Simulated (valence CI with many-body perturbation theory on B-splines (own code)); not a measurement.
## E1 line list for Ni¹⁴⁺

Method: valence CI with perturbative core correlation (CI+MBPT): four valence electrons over a frozen Dirac-Fock core [Ne], radial functions for each j: 11 s, 11 p, 9 d, 7 f, 5 g, 2 h, 1 i, with the one-electron correlation potential Σ1, the two-electron term Σ2, the three-electron term Σ3, Breit, model QED; selected CI, second order for the rest (own B-spline code, finite nucleus).

No measured levels were compared; by estimate levels of excited configurations hold to 0.05 to 0.15 % of their energy, terms of the ground configuration to about 0.5 %.

Lines 201 to 218 of 218 in falling wavelength, among levels below 942230 cm⁻¹, chosen from the strongest by gf and those to the six lowest levels. Wavelengths and rates use the calculated energies, so an error of 200 cm⁻¹ moves a line at 16.36 nm by 0.033 % and its rate by three times that or more. Electric multipoles are in the length gauge, E1 and E2 with the static RPA response of the core. Weak lines are less certain than strong ones. Lines between different terms over intervals too small for the method are left out, as are lines whose strength nearly cancels. The highest levels of a list are the least certain.

Names give the largest LS component (configuration and term), which can be under half, so a name can repeat, a term be missing and a line seem to break the LS rules; names also repeat where a configuration has a term twice. Letters in brackets count levels of one name in rising energy.

| λ vac (nm) | Upper | Lower | A (s⁻¹) | S (a.u.) |
| --- | --- | --- | --- | --- |
| 16.36 | 3s2.3p.3d 1F°_3 | 3s2.3p2 3P_2 | 6.55e+09 | 9.91e-02 |
| 16.13 | 3s.3p2.3d 3D_1 [a] | 3s.3p3 5S°_2 | 5.15e+07 | 3.20e-04 |
| 16.13 | 3s.3p2.3d 3D_2 [a] | 3s.3p3 5S°_2 | 3.06e+08 | 3.17e-03 |
| 16.09 | 3s.3p2.3d 3D_3 [a] | 3s.3p3 5S°_2 | 9.16e+08 | 1.32e-02 |
| 15.93 | 3s2.3p.3d 1P°_1 | 3s2.3p2 3P_2 | 3.52e+05 | 2.11e-06 |
| 15.78 | 3s.3p2.3d 1F_3 | 3s.3p3 5S°_2 | 4.10e+07 | 5.57e-04 |
| 15.62 | 3s2.3p.3d 1P°_1 | 3s2.3p2 3P_1 | 2.56e+08 | 1.45e-03 |
| 15.56 | 3s.3p2.3d 3F_2 [b] | 3s.3p3 5S°_2 | 1.81e+06 | 1.69e-05 |
| 15.35 | 3s.3p2.3d 3F_3 [b] | 3s.3p3 5S°_2 | 5.60e+07 | 6.99e-04 |
| 15.27 | 3s2.3p.3d 1P°_1 | 3s2.3p2 3P_0 | 6.05e+08 | 3.19e-03 |
| 15.26 | 3s.3p2.3d 3D_1 [b] | 3s.3p3 5S°_2 | 6.18e+06 | 3.25e-05 |
| 15.17 | 3s.3p2.3d 3D_2 [b] | 3s.3p3 5S°_2 | 3.16e+07 | 2.72e-04 |
| 15.15 | 3s.3p2.3d 1P_1 | 3s.3p3 5S°_2 | 4.11e+05 | 2.11e-06 |
| 15.00 | 3s.3p2.3d 3P_1 [b] | 3s.3p3 5S°_2 | 4.10e+07 | 2.05e-04 |
| 14.95 | 3s.3p2.3d 3D_3 [b] | 3s.3p3 5S°_2 | 1.53e+08 | 1.77e-03 |
| 14.87 | 3s.3p2.3d 3P_2 [b] | 3s.3p3 5S°_2 | 1.30e+08 | 1.05e-03 |
| 14.61 | 3s.3p2.3d 3D_1 [c] | 3s.3p3 5S°_2 | 1.15e+07 | 5.32e-05 |
| 14.55 | 3s.3p2.3d 3D_2 [c] | 3s.3p3 5S°_2 | 3.17e+05 | 2.41e-06 |
